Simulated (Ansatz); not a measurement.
Computed with Ansatz on PBE0-D4/def2-TZVP structures; ΔE is electronic, products minus reactants. CCSD(T)/CBS adds triple-zeta CCSD(T) − MP2 to the extrapolated MP2 energy (def2 sets, frozen cores). This one scheme is used for every species, atoms too. Functionals use def2-TZVPP. B3LYP here is the variant with VWN-RPA as its local correlation; programs differ in this. No spin–orbit coupling; open shells (•) take unrestricted orbitals. Spin–orbit coupling would lower the free atoms: a little for Cl, F, O; clearly for Ga. Bonds to Ga are less sure, by a few kJ/mol each and by 10 to 20 or more in all where they break to atoms, as the def2 sets lack core-valence functions. Scalar relativity is left out up to krypton. Each species was taken in one conformer, which may not be the lowest.

Reaction (atomization): `[OH][Ga]([F])[Cl]` → Cl• + F• + Ga• + H• + O•

```csv
level,ΔE (kcal/mol)
LDA (SPW92),468.6
revPBE-D4,390.8
PBE-QIDH,397.4
B3LYP,385.5
LC-ωPBE,399.7
CCSD/def2-SVP,368.1
MP2/def2-TZVPP,414.5
CCSD/CBS(def2),394.2
```

Task: What does CCSD(T)/CBS give? (An estimate is asked.)

Result: Computed: +403.2 kcal/mol. The listed levels differ from it by 65.4, -12.4, -5.8, -17.7, -3.5, -35.1, 11.3, -9.0 kcal/mol.

Largest T1 diagnostic among the species: 0.014.

From PBE to PBE0 (25 % exact exchange), in def2-TZVPP and without D4, ΔE moves by −12.9 kcal/mol: exact exchange takes away binding that semilocal exchange gives to molecules. In def2-TZVPP, CCSD(T) changes the Hartree–Fock value by +118.5 kcal/mol (the triples alone add +9.0 kcal/mol) and MP2 by +140.2 kcal/mol; breaking electron pairs costs correlation energy, which Hartree–Fock lacks.

For atomizations the MP2-based limit and the directly extrapolated one differ by several kJ/mol either way, and by 10 to 25 for some Ge, Se and Sn compounds, so smaller differences from it don't rank the levels.
